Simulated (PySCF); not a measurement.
Simulation results for H6N2Si2, CH4B2F, AlB2H2O, C2H6B and others

All values are calculated (PySCF 2.14.0). Calculation on a computer-drawn molecule: optimised geometry and harmonic frequencies of an isolated molecule of the commonest isotopes, restricted reference for singlets and unrestricted otherwise, frozen core in MP2.

(1) H6N2Si2

Start structure:
```xyz
10
H6N2Si2
N      0.4561    -3.2711    -1.4985
Si    -0.4160    -2.6406    -0.3299
Si    -2.0810    -1.0378    -0.1489
N     -2.6493    -0.2493    -1.5111
H      0.2894    -2.9810    -2.5075
H      0.0010    -3.1988     0.9503
H     -1.7455     0.0399     0.8172
H     -3.3673    -1.6608     0.4099
H     -3.1174    -0.8509    -2.2244
H     -2.0101     0.3494    -2.0707
```

- charge: 0
- multiplicity: 1
- method: HF
- basis: cc-pV(D+d)Z
- rotational constants: 8.927, 2.317, 1.899 GHz
- total energy: -690.2491 hartree
- convergence status largest gradient component: 2.099e-05 hartree/bohr

Drawn bonds:
```
atom  other atom  order
   1           2      2
   2           3      1
   3           4      1
   1           5      1
   2           6      1
   3           7      1
   3           8      1
   4           9      1
   4          10      1
```

Optimised structure:
```xyz
10
H6N2Si2
N      0.3554    -3.1474    -1.5593
Si    -0.4096    -2.6567    -0.2616
Si    -2.1399    -1.0317    -0.1104
N     -2.5824    -0.3349    -1.6231
H      0.1324    -2.7678    -2.4632
H     -0.0017    -3.2820     1.0153
H     -1.6718     0.0426     0.7954
H     -3.3280    -1.6902     0.4797
H     -3.0636    -0.9019    -2.2969
H     -1.9309     0.2691    -2.0897
```

Modes:
```
frequency (cm⁻¹)  reduced mass (dalton)
           64.08                  2.258
           104.2                  3.939
           141.2                   1.03
             295                  3.592
           356.4                   1.23
           407.2                  6.099
           470.4                  1.418
           537.2                  1.411
           695.8                  1.195
           743.9                  1.031
           836.1                  1.069
             862                   3.66
           917.2                  1.111
             929                  1.282
           979.7                  1.235
            1004                  1.085
            1194                  7.937
            1697                  1.106
            2302                  1.031
            2307                  1.052
            2324                   1.04
            3765                  1.051
            3801                  1.078
            3855                  1.095
```

(2) CH4B2F

Start structure:
```xyz
8
CH4B2F
B     -1.9703     0.6391    -0.3751
C     -1.1030    -0.2337    -1.2675
B      0.3791    -0.1190    -1.5527
F      1.0880     0.7756    -0.9412
H     -1.8981     1.8067    -0.3891
H     -2.6932     0.1844     0.4405
H     -1.6579    -0.9501    -1.8771
H      0.9602    -0.7467    -2.3339
```

* charge: 0
* multiplicity: 2
* method: HF
* basis: cc-pVDZ
* rotational constants: 18.27, 5.165, 4.052 GHz
* total energy: -189.0198 hartree
* spin squared: 0.7573
* convergence status largest gradient component: 5.007e-06 hartree/bohr

Drawn bonds:
```
atom  other atom  order
   1           2      1
   2           3      1
   3           4      1
   1           5      1
   1           6      1
   2           7      1
   3           8      1
```

Optimised structure:
```xyz
8
CH4B2F
B     -1.9688     0.6510    -0.3318
C     -1.1335    -0.2464    -1.2920
B      0.3820    -0.0777    -1.6066
F      1.0522     0.9441    -1.0746
H     -1.6590     1.7919    -0.1332
H     -2.9355     0.2036     0.2227
H     -1.6357    -1.0850    -1.7715
H      1.0032    -0.8252    -2.3091
```

Modes:
```
frequency (cm⁻¹)  reduced mass (dalton)
           89.37                  1.506
           134.6                  1.254
           200.9                  3.752
           556.6                  3.207
           610.1                   1.21
           841.8                  2.429
           908.7                  1.703
           951.7                  1.605
            1048                   1.49
            1101                  1.904
            1163                  1.494
            1308                  1.211
            1390                  2.139
            1401                  3.278
            2677                  1.055
            2734                  1.094
            2750                  1.126
            3283                  1.086
```

(3) AlB2H2O

Start structure:
```xyz
6
AlB2H2O
O      1.0898     0.6758    -0.4662
B      0.5657     0.4835     0.5351
B     -0.2168     0.2123     1.8843
Al    -2.1136     0.4055     1.8993
H      0.2005    -0.1925     3.0111
H     -3.7283     0.5843     1.9488
```

- charge: 0
- multiplicity: 2
- method: HF
- basis: cc-pV(D+d)Z
- rotational constants: 26.76, 2.403, 2.205 GHz
- total energy: -367.3095 hartree
- spin squared: 0.7591
- convergence status largest gradient component: 3.524e-05 hartree/bohr

Drawn bonds:
```
atom  other atom  order
   1           2      2
   2           3      1
   3           4      1
   3           5      1
   4           6      1
```

Optimised structure:
```xyz
6
AlB2H2O
O      1.1841     0.6870    -0.4985
B      0.6164     0.4677     0.5289
B     -0.2490     0.1796     1.9310
Al    -2.2381     0.4112     1.9358
H      0.2808    -0.1678     2.9484
H     -3.7969     0.5912     1.9669
```

Modes:
```
frequency (cm⁻¹)  reduced mass (dalton)
           102.7                  5.441
           223.8                  1.265
           375.7                  2.068
           394.2                  1.616
           483.4                  3.532
           555.7                  2.207
           643.4                  3.678
           815.4                   1.95
           960.1                  2.442
            2045                  1.048
            2095                  12.01
            2713                  1.092
```

(4) C2H6B

Start structure:
```xyz
9
C2H6B
B     -0.2815     0.8269     1.7890
C      0.3083     0.4299     0.5698
C      1.6606     1.0568    -0.0384
H     -0.7949     1.0985     2.8282
H      0.5251    -0.6172     0.6110
H     -0.3926     0.6722    -0.1714
H      2.4903     0.8332     0.6357
H      1.8842     0.5397    -0.9711
H      1.6048     2.0969    -0.1892
```

* charge: 1
* multiplicity: 1
* method: HF
* basis: cc-pVDZ
* rotational constants: 36.93, 9.187, 8.101 GHz
* total energy: -103.6080 hartree
* convergence status largest gradient component: 3.386e-05 hartree/bohr

Drawn bonds:
```
atom  other atom  order
   1           2      1
   2           3      1
   1           4      1
   2           5      1
   2           6      1
   3           7      1
   3           8      1
   3           9      1
```

Optimised structure:
```xyz
9
C2H6B
B     -0.2109     0.8504     1.7823
C      0.3268     0.3916     0.4782
C      1.6612     1.0486     0.0113
H     -0.6531     1.2001     2.8137
H      0.4253    -0.7028     0.5716
H     -0.4843     0.5611    -0.2493
H      2.4649     0.8486     0.7174
H      1.9276     0.6154    -0.9497
H      1.5467     2.1239    -0.1119
```

Modes:
```
frequency (cm⁻¹)  reduced mass (dalton)
             196                  1.139
           231.3                  2.198
           503.9                   1.11
           794.4                  1.657
           854.9                  1.221
           956.8                  2.479
            1056                  1.557
            1064                  1.289
            1097                  1.788
            1306                  1.238
            1385                  1.638
            1468                  1.183
            1522                  1.168
            1593                  1.053
            1599                  1.038
            2960                  1.114
            3112                  1.058
            3155                  1.094
            3218                  1.033
            3316                  1.108
            3324                  1.107
```

(5) B2H7NSi

Start structure:
```xyz
11
B2H7NSi
B     -0.4872    -2.6646     0.8199
N     -0.9255    -1.3456     1.0182
B     -0.1713    -0.1263     0.8547
Si     1.6157    -0.0898     0.1443
H      0.5935    -2.8231     0.3520
H     -1.1528    -3.5441     1.0593
H     -1.8235    -1.2376     1.4384
H     -0.8237     0.9232     1.0827
H      2.6323    -0.7708     0.9954
H      1.7919    -0.6756    -1.2208
H      2.1653     1.3366     0.0267
```

- charge: 0
- multiplicity: 1
- method: HF
- basis: cc-pV(D+d)Z
- rotational constants: 12.74, 3.025, 2.515 GHz
- total energy: -396.8825 hartree
- convergence status largest gradient component: 4.613e-05 hartree/bohr

Drawn bonds:
```
atom  other atom  order
   1           2      1
   2           3      1
   3           4      1
   1           5      1
   1           6      1
   2           7      1
   3           8      1
   4           9      1
   4          10      1
   4          11      1
```

Optimised structure:
```xyz
11
B2H7NSi
B     -0.4909    -2.6700     0.8218
N     -0.9274    -1.3395     1.0537
B     -0.2129    -0.1274     0.8404
Si     1.7050    -0.0454     0.1116
H      0.6094    -2.8676     0.3923
H     -1.2310    -3.5838     1.0597
H     -1.8579    -1.2400     1.4136
H     -0.7923     0.8932     1.1114
H      2.6597    -0.7597     0.9982
H      1.8011    -0.6454    -1.2444
H      2.1519     1.3679     0.0125
```

Modes:
```
frequency (cm⁻¹)  reduced mass (dalton)
           87.88                  1.082
           182.3                  3.146
           224.8                  2.264
           330.7                  1.117
           424.7                  2.377
           526.5                  1.082
           559.9                  2.028
           720.8                  1.883
           841.5                  1.324
           980.5                   1.65
           988.8                  1.256
             993                  1.116
            1024                  1.062
            1037                  1.036
            1041                  1.295
            1107                  1.374
            1237                  1.423
            1355                  2.506
            1383                   1.46
            1565                  1.871
            2284                   1.05
            2284                   1.05
            2296                  1.021
            2664                  1.089
            2686                  1.058
            2758                   1.13
            3799                  1.076
```

(6) H6N2Si2

Start structure:
```xyz
10
H6N2Si2
N     -0.1596     0.5731    -1.3114
Si     0.1584     1.5877     0.0492
N     -0.6358     1.7723     1.4499
Si    -1.9739     1.4469     2.4705
H      0.3749     0.5247    -2.1368
H     -0.9591     0.0290    -1.3230
H      1.3368     2.3168    -0.3034
H     -1.7916     2.2931     3.6193
H     -1.9628    -0.0134     2.7400
H     -3.2239     1.7164     1.7915
```

- charge: 0
- multiplicity: 1
- method: HF
- basis: cc-pV(D+d)Z
- rotational constants: 21.98, 1.807, 1.702 GHz
- total energy: -690.3093 hartree
- convergence status largest gradient component: 1.28e-05 hartree/bohr

Drawn bonds:
```
atom  other atom  order
   1           2      1
   2           3      2
   3           4      1
   1           5      1
   1           6      1
   2           7      1
   4           8      1
   4           9      1
   4          10      1
```

Optimised structure:
```xyz
10
H6N2Si2
N     -0.0342     0.6114    -1.4635
Si     0.0088     1.4729    -0.0323
N     -1.0104     1.3756     1.1298
Si    -1.9796     1.4369     2.5021
H      0.6506     0.7100    -2.1869
H     -0.7503    -0.0548    -1.6797
H      1.1962     2.3362    -0.0916
H     -1.4836     2.3998     3.5231
H     -2.0635     0.1122     3.1728
H     -3.3706     1.8464     2.1720
```

Modes:
```
frequency (cm⁻¹)  reduced mass (dalton)
           35.79                  1.206
           37.45                  4.072
           131.6                  3.471
           302.4                  3.569
           396.1                  1.135
           486.4                  1.346
             602                  5.499
             680                  1.185
           785.7                  1.172
           794.6                  1.211
           809.6                  1.284
             959                  3.204
            1031                  1.325
            1037                  1.053
            1046                  1.047
            1088                  1.177
            1500                   12.3
            1674                  1.141
            2248                  1.049
            2255                   1.05
            2287                   1.02
            2376                  1.043
            3791                   1.05
            3898                  1.099
```

(7) AlBFH2O

Start structure:
```xyz
6
AlBFH2O
B      1.1560    -4.0523     0.2461
O      1.7942    -2.8786     0.3817
Al     2.6221    -1.4355     0.6057
F      3.6526    -1.3426     1.8952
H      0.0894    -4.2178     0.7821
H      1.6514    -4.9286    -0.4163
```

- charge: 0
- multiplicity: 2
- method: MP2
- basis: cc-pV(D+d)Z
- rotational constants: 26.76, 3.006, 2.769 GHz
- total energy: -442.7129 hartree
- spin squared: 0.7518
- convergence status largest gradient component: 3.424e-06 hartree/bohr

Drawn bonds:
```
atom  other atom  order
   1           2      1
   2           3      1
   3           4      1
   1           5      1
   1           6      1
```

Optimised structure:
```xyz
6
AlBFH2O
B      1.1379    -4.0793     0.2386
O      1.8203    -2.9247     0.4434
Al     2.6324    -1.4332     0.6183
F      3.6956    -1.2519     1.8969
H      0.0516    -4.2247     0.7529
H      1.6277    -4.9417    -0.4557
```

Modes:
```
frequency (cm⁻¹)  reduced mass (dalton)
           25.52                  4.011
           69.71                  4.787
           146.7                  1.128
           246.1                  15.21
           637.3                  8.322
           841.4                  17.19
            1020                  1.316
            1091                  1.353
            1266                  1.297
            1404                  4.395
            2598                  1.048
            2676                  1.131
```

(8) CH7NSi2

Start structure:
```xyz
11
CH7NSi2
C      1.9873     0.4547     0.5959
N      1.2228     0.4531    -0.6037
Si    -0.3339     0.9456    -1.0181
Si    -2.1426     1.9049    -0.0589
H      1.6155    -0.2054     1.3513
H      2.0052     1.5282     1.1036
H      3.0435     0.2725     0.3555
H     -0.4893     0.5216    -2.3814
H     -2.9914     2.5631    -0.9746
H     -1.7189     3.0080     0.9371
H     -2.9714     1.0124     0.7924
```

- charge: 0
- multiplicity: 1
- method: HF
- basis: cc-pV(D+d)Z
- rotational constants: 8.998, 2.127, 1.774 GHz
- total energy: -674.2113 hartree
- convergence status largest gradient component: 2.51e-05 hartree/bohr

Drawn bonds:
```
atom  other atom  order
   1           2      1
   2           3      2
   3           4      1
   1           5      1
   1           6      1
   1           7      1
   3           8      1
   4           9      1
   4          10      1
   4          11      1
```

Optimised structure:
```xyz
11
CH7NSi2
C      1.9071     0.6342     0.5941
N      1.0730     0.2793    -0.5128
Si    -0.3777     0.5944    -1.0187
Si    -2.0004     1.9897     0.0019
H      2.2136    -0.2659     1.1357
H      1.4457     1.3170     1.3197
H      2.8264     1.1062     0.2342
H     -0.8184    -0.0362    -2.2778
H     -2.3721     3.0776    -0.9335
H     -1.4574     2.5688     1.2497
H     -3.2129     1.1936     0.3065
```

Modes:
```
frequency (cm⁻¹)  reduced mass (dalton)
           50.51                  1.071
           100.9                  3.285
           144.2                  1.036
           258.1                  3.632
           270.6                  3.852
           417.6                  4.916
           485.1                  1.075
           578.2                  1.405
           597.2                  1.219
           853.5                  1.973
           917.4                  1.572
           984.3                  1.189
            1018                  1.036
            1023                  1.035
            1222                  1.326
            1232                  1.295
            1466                  9.329
            1557                  1.141
            1593                  1.044
            1601                  1.085
            2307                  1.028
            2307                  1.051
            2327                  1.043
            2338                  1.042
            3120                  1.044
            3188                  1.092
            3207                  1.103
```

(9) BH3NOSi

Start structure:
```xyz
7
BH3NOSi
B      1.6681     2.1179    -0.1157
N      1.2183     1.0151     0.3228
Si     0.7826    -0.4402     0.8529
O     -0.6537    -0.7929     1.3768
H      2.0748     3.1373    -0.5182
H      1.6878    -1.5677     0.8941
H     -1.4257    -0.2431     1.4560
```

* charge: 1
* multiplicity: 1
* method: MP2
* basis: cc-pV(D+d)Z
* rotational constants: 29.9, 3.419, 3.068 GHz
* total energy: -445.0099 hartree
* convergence status largest gradient component: 7.771e-06 hartree/bohr

Drawn bonds:
```
atom  other atom  order
   1           2      1
   2           3      2
   3           4      1
   1           5      1
   3           6      1
   4           7      1
```

Optimised structure:
```xyz
7
BH3NOSi
B      1.6795     2.1408    -0.1255
N      1.2091     1.0282     0.3211
Si     0.7744    -0.4520     0.8585
O     -0.6740    -0.8426     1.3972
H      2.0995     3.1637    -0.5324
H      1.6944    -1.5776     0.8949
H     -1.4306    -0.2341     1.4548
```

Modes:
```
frequency (cm⁻¹)  reduced mass (dalton)
           112.8                  3.773
           142.9                  3.671
           329.7                   5.01
           479.4                  1.447
             639                  1.147
           707.1                  1.601
           753.8                  1.323
           762.1                   1.34
           805.1                  2.108
           884.1                  1.367
            1074                  8.192
            1812                  6.182
            2449                  1.046
            2928                  1.166
            3816                  1.068
```

(10) B2H4NO

Start structure:
```xyz
8
B2H4NO
B     -0.5216     1.6555    -1.4618
B     -0.8510     0.6044    -2.2807
N     -1.1523    -0.5456    -3.1981
O     -0.7793     0.2651    -0.8000
H     -0.0085     2.5718    -0.7796
H     -1.2258    -0.3151    -4.2240
H     -1.4091    -1.4030    -2.9900
H      0.0307    -0.2523    -0.5690
```

- charge: 0
- multiplicity: 2
- method: HF
- basis: cc-pVDZ
- total energy: withheld

Drawn bonds:
```
atom  other atom  order
   1           2      1
   2           3      1
   2           4      1
   1           5      1
   3           6      1
   3           7      1
   4           8      1
```

To be estimated
1. B2H4NO (entry 10): total energy?
2. Give the table of modes values for B2H4NO (entry 10).

Calculated values
1. -181.0344 hartree
2. 
Modes:
```
frequency (cm⁻¹)  reduced mass (dalton)
           245.2                  1.826
           319.9                  1.254
           370.9                  1.372
           404.9                  1.353
           434.7                  2.733
           514.7                  1.282
           584.6                  1.227
           699.5                  3.153
           767.6                  4.502
           950.1                   1.44
            1080                  1.522
            1376                  3.662
            1400                  4.809
            1751                  1.199
            2768                  1.099
            3811                  1.052
            3918                  1.097
            4157                  1.066
```

Further results for B2H4NO (entry 10):

- rotational constants: 9.76, 8.56, 4.602 GHz
- spin squared: 0.758
- convergence status largest gradient component: 2.133e-05 hartree/bohr

Optimised structure:
```xyz
8
B2H4NO
B     -0.7034     2.0881    -1.6658
B     -0.7511     0.3929    -1.7682
N     -1.0641    -0.2802    -2.9696
O     -0.5057    -0.2920    -0.6019
H      0.0822     2.9836    -1.7512
H     -1.2673     0.1946    -3.8227
H     -1.1285    -1.2746    -3.0493
H     -0.5789    -1.2316    -0.6744
```
